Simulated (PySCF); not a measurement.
C₃H₉GeN, SMILES [CH3][GeH]1[CH2]N[CH2]1. Geometry: PBE-D3(BJ)/def2-SVP. This is a generated structure with no PubChem entry under its InChIKey; it may be hypothetical.

Computed with PBE-D3(BJ)/def2-SVP run with PySCF.

Harmonic wavenumbers (cm⁻¹): 110, 115, 156, 214, 393, 538, 540, 554, 588, 610, 753, 780, 785, 809, 825, 967, 1062, 1080, 1119, 1123, 1177, 1201, 1345, 1384, 1385, 1411, 1441, 2057, 2866, 2876, 2983, 3003, 3004, 3086, 3094, 3407. Rotational constants (GHz): 6.773, 2.439, 2.212; symmetry number 1.

### Question
Work out the zero-point energy and the ideal-gas rigid-rotor harmonic-oscillator thermochemistry at 298.15 K and 1 atm.

### Answer
ZPE = ½ Σ hcν = ½ × 48841 cm⁻¹ = 292.14 kJ/mol. H − E(el) = 313.70 kJ/mol. Entropy in J/(mol K): translation 169.62, rotation 111.20, vibration 68.00, total 348.82. G − E(el) = 209.70 kJ/mol. Cp = 118.93 J/(mol K). Modes under 150 cm⁻¹ make the vibrational entropy uncertain.
